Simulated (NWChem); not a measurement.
The numbers come from NWChem runs, not from measurements. System: formamidinium (CH$_{5}$N$_{2}$ (+1)), charge 1, spin multiplicity 1, at a geometry optimised with PBE0/def2-SVP. Level: B3LYP/6-311G** (spherical d), VWN1-RPA local correlation.

The NWChem input:

```
start mol
memory heap 200 mb stack 900 mb global 1100 mb
charge 1
geometry units angstroms nocenter noautoz
  N     -1.164244     0.000000    -0.173831
  C      0.000000     0.000000     0.421604
  N      1.164244     0.000000    -0.173831
  H     -1.272477     0.000000    -1.185512
  H     -2.016683     0.000000     0.378790
  H      0.000000     0.000000     1.517460
  H      1.272477     0.000000    -1.185512
  H      2.016683     0.000000     0.378790
  symmetry group C2v
end
basis spherical
  * library 6-311g**
end
dft
  xc b3lyp
  semidirect memsize 60000000 filesize 0
  iterations 100
end
task dft energy
```

Output (cleaned and shortened):

```
             Northwest Computational Chemistry Package (NWChem) 7.3.0
             --------------------------------------------------------

                                NWChem Input Module
                                -------------------

 Scaling coordinates for geometry "geometry" by  1.889725989
 (inverse scale =  0.529177249)

 Turning off AUTOSYM since
 SYMMETRY directive was detected!

                             Geometry "geometry" -> ""
                             -------------------------

 Output coordinates in angstroms (scale by  1.889725989 to convert to a.u.)

  No.       Tag          Charge          X              Y              Z
 ---- ---------------- ---------- -------------- -------------- --------------
    1 N                    7.0000    -1.16424400     0.00000000    -0.17383100
    2 C                    6.0000     0.00000000     0.00000000     0.42160400
    3 N                    7.0000     1.16424400     0.00000000    -0.17383100
    4 H                    1.0000    -1.27247700     0.00000000    -1.18551200
    5 H                    1.0000    -2.01668300     0.00000000     0.37879000
    6 H                    1.0000     0.00000000     0.00000000     1.51746000
    7 H                    1.0000     1.27247700     0.00000000    -1.18551200
    8 H                    1.0000     2.01668300     0.00000000     0.37879000

 Effective nuclear repulsion energy (a.u.)      79.6080644585

            Nuclear Dipole moment (a.u.)
            ----------------------------
        X                 Y               Z
 ---------------- ---------------- ----------------
     0.0000000000     0.0000000000     0.0000113384

      Symmetry information
      --------------------

 Group name             C2v
 Group number             16
 Group order               4
 No. of unique centers     5

      Symmetry unique atoms

     1    2    4    5    6


 Summary of "ao basis" -> "" (spherical)
 ------------------------------------------------------------------------------
       Tag                 Description            Shells   Functions and Types
 ---------------- ------------------------------  ------  ---------------------
 *                          6-311g**                  on all atoms

                                 NWChem DFT Module
                                 -----------------

 Summary of "ao basis" -> "ao basis" (spherical)
 ------------------------------------------------------------------------------
       Tag                 Description            Shells   Functions and Types
 ---------------- ------------------------------  ------  ---------------------
 N                          6-311g**                 8       18   4s3p1d
 C                          6-311g**                 8       18   4s3p1d
 H                          6-311g**                 4        6   3s1p

 Summary of "ao basis" -> "ao basis" (spherical)
 ------------------------------------------------------------------------------
       Tag                 Description            Shells   Functions and Types
 ---------------- ------------------------------  ------  ---------------------
 N                          6-311g**                 8       18   4s3p1d
 C                          6-311g**                 8       18   4s3p1d
 H                          6-311g**                 4        6   3s1p

      Symmetry analysis of basis
      --------------------------

        a1         36
        a2          8
        b1         28
        b2         12
[...]
 d= 0,ls=0.0,diis     2   -150.2873119315  2.41D-02  5.47D-03  1.45D+00     1.2
 d= 0,ls=0.0,diis     3   -150.4297415704 -1.42D-01  1.05D-03  3.30D-02     1.3
 d= 0,ls=0.0,diis     4   -150.4320995028 -2.36D-03  4.44D-04  8.38D-03     1.5
 d= 0,ls=0.0,diis     5   -150.4330578394 -9.58D-04  2.14D-05  1.50D-05     1.7
  Resetting Diis
 d= 0,ls=0.0,diis     6   -150.4330594070 -1.57D-06  3.09D-06  2.41D-07     1.8
 d= 0,ls=0.0,diis     7   -150.4330594297 -2.28D-08  7.80D-07  5.39D-09     2.0

         Total DFT energy =     -150.433059429733
      One electron energy =     -353.704466497871
           Coulomb energy =      144.549290696587
    Exchange-Corr. energy =      -20.885948086940
 Nuclear repulsion energy =       79.608064458491

 Numeric. integr. density =       24.000004530820

     Total iterative time =      1.7s

                  Occupations of the irreducible representations
                  ----------------------------------------------

                     irrep           alpha         beta
                     --------     --------     --------
                     a1                6.0          6.0
                     a2                1.0          1.0
                     b1                4.0          4.0
                     b2                1.0          1.0

                       DFT Final Molecular Orbital Analysis
                       ------------------------------------

 Vector   10  Occ=2.000000D+00  E=-6.666472D-01  Symmetry=a1
              MO Center=  3.3D-15,  9.8D-16,  4.0D-01, r^2= 2.2D+00
   Bfn.  Coefficient  Atom+Function         Bfn.  Coefficient  Atom+Function
  ----- ------------  ---------------      ----- ------------  ---------------
    27      0.244882  2 C  pz                68      0.233946  6 H  s
    23      0.170692  2 C  pz                 9     -0.163389  1 N  pz
    45     -0.163389  3 N  pz                67      0.160868  6 H  s
    56      0.135702  4 H  s                 74      0.135702  7 H  s
    31      0.128037  2 C  pz                 5     -0.114952  1 N  pz

 Vector   11  Occ=2.000000D+00  E=-6.440882D-01  Symmetry=b2
              MO Center=  2.4D-14, -7.6D-16,  4.8D-02, r^2= 1.6D+00
   Bfn.  Coefficient  Atom+Function         Bfn.  Coefficient  Atom+Function
  ----- ------------  ---------------      ----- ------------  ---------------
    26      0.265644  2 C  py                 8      0.230636  1 N  py
    44      0.230636  3 N  py                12      0.190212  1 N  py
    48      0.190212  3 N  py                22      0.170972  2 C  py
    30      0.163441  2 C  py                 4      0.152231  1 N  py
    40      0.152231  3 N  py

 Vector   12  Occ=2.000000D+00  E=-5.166603D-01  Symmetry=a2
              MO Center= -2.6D-14,  6.1D-16, -1.6D-01, r^2= 2.1D+00
   Bfn.  Coefficient  Atom+Function         Bfn.  Coefficient  Atom+Function
  ----- ------------  ---------------      ----- ------------  ---------------
    12      0.331815  1 N  py                48     -0.331815  3 N  py
     8      0.308085  1 N  py                44     -0.308085  3 N  py
     4      0.209550  1 N  py                40     -0.209550  3 N  py
    32     -0.050458  2 C  d -2

 Vector   13  Occ=0.000000D+00  E=-2.325204D-01  Symmetry=b2
              MO Center=  2.3D-15, -1.4D-15,  2.3D-01, r^2= 1.8D+00
   Bfn.  Coefficient  Atom+Function         Bfn.  Coefficient  Atom+Function
  ----- ------------  ---------------      ----- ------------  ---------------
    30      0.625779  2 C  py                12     -0.418111  1 N  py
    48     -0.418111  3 N  py                26      0.403651  2 C  py
    22      0.248169  2 C  py                 8     -0.203250  1 N  py
    44     -0.203250  3 N  py                 4     -0.152045  1 N  py
    40     -0.152045  3 N  py                71      0.029827  6 H  py

 Vector   14  Occ=0.000000D+00  E=-1.674321D-01  Symmetry=a1
              MO Center= -7.1D-16, -7.3D-18,  1.4D-02, r^2= 6.5D+00
   Bfn.  Coefficient  Atom+Function         Bfn.  Coefficient  Atom+Function
  ----- ------------  ---------------      ----- ------------  ---------------
    10      0.643824  1 N  s                 46      0.643824  3 N  s
    28      0.587388  2 C  s                 63     -0.564235  5 H  s
    81     -0.564235  8 H  s                 69     -0.538912  6 H  s
    57     -0.447557  4 H  s                 75     -0.447557  7 H  s
    11     -0.262584  1 N  px                47      0.262584  3 N  px

 Vector   15  Occ=0.000000D+00  E=-1.447667D-01  Symmetry=a1
              MO Center=  6.6D-15,  5.1D-16, -1.5D-01, r^2= 6.0D+00
   Bfn.  Coefficient  Atom+Function         Bfn.  Coefficient  Atom+Function
  ----- ------------  ---------------      ----- ------------  ---------------
    69      1.005863  6 H  s                 57     -0.775740  4 H  s
    75     -0.775740  7 H  s                 31     -0.519905  2 C  pz
    28     -0.452867  2 C  s                 63      0.306779  5 H  s
    81      0.306779  8 H  s                 13     -0.263573  1 N  pz
    49     -0.263573  3 N  pz                68      0.196246  6 H  s

 center of mass
 --------------
 x =   0.00000000 y =   0.00000000 z =   0.00395091

 moments of inertia (a.u.)
 ------------------
          30.074985798270           0.000000000000           0.000000000000
           0.000000000000         206.566705759885           0.000000000000
           0.000000000000           0.000000000000         176.491719961615

     Multipole analysis of the density
     ---------------------------------

     L   x y z        total         alpha         beta         nuclear
     -   - - -        -----         -----         ----         -------
     0   0 0 0      1.000000    -12.000000    -12.000000     25.000000

     1   1 0 0     -0.000000     -0.000000     -0.000000      0.000000
     1   0 1 0     -0.000000     -0.000000     -0.000000      0.000000
     1   0 0 1     -0.076054     -0.038033     -0.038033      0.000011

     2   2 0 0     -3.309172    -55.843547    -55.843547    108.377921
     2   1 1 0     -0.000000     -0.000000     -0.000000      0.000000
     2   1 0 1     -0.000000     -0.000000     -0.000000      0.000000
     2   0 2 0    -14.225877     -7.112938     -7.112938      0.000000
     2   0 1 1      0.000000      0.000000      0.000000      0.000000
     2   0 0 2     -7.644743    -16.124807    -16.124807     24.604871

 Task  times  cpu:        2.0s     wall:        2.0s

 Total times  cpu:        2.0s     wall:        2.0s
```
